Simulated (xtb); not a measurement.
In(Br)2(Me) (CH3Br2In), SMILES [CH3][In]([Br])[Br]. All values are semi-empirical tight-binding results from xtb (GFN2-xTB unless named), good for trends rather than for accurate numbers. The structure is a stationary point at GFN2-xTB. The structure was generated by enumeration; whether it is a known compound was not checked.

Optimised geometry:

Bond lengths (Å): In1–Br2 2.502, In1–Br3 2.501, In1–C4 2.236, C4–H5 1.086, C4–H6 1.087, C4–H7 1.086. Angles (°): Br2–In1–Br3 113.6, Br2–In1–C4 123.3, Br3–In1–C4 123.1, In1–C4–H5 108.1, In1–C4–H6 108.1, In1–C4–H7 108.0, H5–C4–H6 110.5, H5–C4–H7 111.4, H6–C4–H7 110.7.
Charge 0, spin multiplicity 1.

A frequency run showed that this geometry is not a minimum.

For metal compounds this method's bond lengths and energies can be far off.

Problem. Estimate the properties. (An estimate is asked for; the answer gives what the named calculation found.)

Solution. 
```yaml
orbital_gap: 2.93 eV
```

Problem. Give the atomic charges and the Wiberg bond orders between heavy atoms. (The exact figures need the calculation; the answer reports its results.)

Solution. charges (e) In1 0.22, Br2 -0.17, Br3 -0.17, C4 -0.14, H5 0.09, H6 0.08, H7 0.09. Bond orders In1–Br2 1.01, In1–Br3 1.01, In1–C4 0.74.
